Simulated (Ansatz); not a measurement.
A geometry optimisation of CBrClF2 with B3LYP/6-31G*

The starting geometry of this gas-phase triplet was optimised with GFN2-xTB as a singlet.

| atom | x (Å) | y (Å) | z (Å) |
| --- | --- | --- | --- |
| C | -0.5063 | 0.7961 | -1.0334 |
| Br | 1.8803 | -1.5109 | 0.8111 |
| Cl | 0.1365 | 0.2695 | 0.3893 |
| F | -1.2491 | -0.0639 | -1.7241 |
| F | 0.3036 | 1.4379 | -1.8720 |

Predict what becomes of its bonds when it is optimised with B3LYP/6-31G*.

It falls apart into CClF2 + Br. Contacts that open: Br2–Cl3 (2.53 → 3.27 Å).

The energy falls by 0.80 eV over 10 steps:

```
step  E − E(last) (eV)
   1             0.799
   2             0.246
   3             0.079
   4             0.027
   5             0.010
   6             0.003
   7             0.000
   8             0.000
   9             0.000
  10             0.000
```

Final geometry (Å):

```yaml
atoms:
  - { symbol: C, position_ang: [-0.5412, 0.8246, -1.1020] }
  - { symbol: Br, position_ang: [1.9009, -1.5844, 0.3459] }
  - { symbol: Cl, position_ang: [-0.3308, 0.7890, 0.6601] }
  - { symbol: F, position_ang: [-1.0099, -0.3090, -1.5890] }
  - { symbol: F, position_ang: [0.5460, 1.2086, -1.7441] }
```

The end wasn't checked by frequencies. Open shells are spin-unrestricted. The triplet needn't be the ground state. Run with Ansatz 0.2.0, 110 s on 1 thread of Intel(R) Xeon(R) Platinum 8488C (Sapphire Rapids), with other jobs on the host.
